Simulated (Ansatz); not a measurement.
`[NH2][GeH]([OH])[CH2]F`, relaxed with RKS PBE-D4/def2-SVP in Ansatz from a rough embedded geometry. The force threshold is 0.03 eV/Å; the program also tests the step.

The species carries charge 0 and has multiplicity 1.

Start:

```xyz
11

N    -0.989   -1.049    1.046
Ge    0.500   -0.142    0.575
O     1.691   -1.279   -0.113
C     0.024    1.200   -0.811
F    -0.532    0.594   -1.842
H    -1.443   -1.508    0.214
H    -1.704   -0.386    1.417
H     1.126    0.529    1.772
H     1.174   -1.667   -0.925
H     0.898    1.787   -1.051
H    -0.744    1.922   -0.283
```

(1) How much energy does the relaxation release, and in how many steps? (An estimate is asked.)

(2) Which bonds change most? (An estimate is asked.)

(3) Give the relaxed structure. (Estimate.)

Answers

(1) The calculation gave: 49.89 kJ/mol, in 24 steps, 4 of them rejected.

(2) The calculation gave: C4–F5 from 1.319 to 1.397 Å; C4–H11 from 1.179 to 1.114 Å; O3–H9 from 1.038 to 0.977 Å; Ge2–H8 from 1.508 to 1.553 Å.

(3) The calculation gave: 
```xyz
11

N    -1.010   -1.159    0.665
Ge    0.460   -0.055    0.533
O     1.848   -1.069   -0.012
C    -0.016    1.285   -0.863
F    -1.084    0.787   -1.613
H    -1.790   -0.829    0.084
H    -1.346   -1.367    1.610
H     0.930    0.591    1.864
H     1.478   -1.911   -0.341
H     0.849    1.477   -1.535
H    -0.319    2.249   -0.393
```
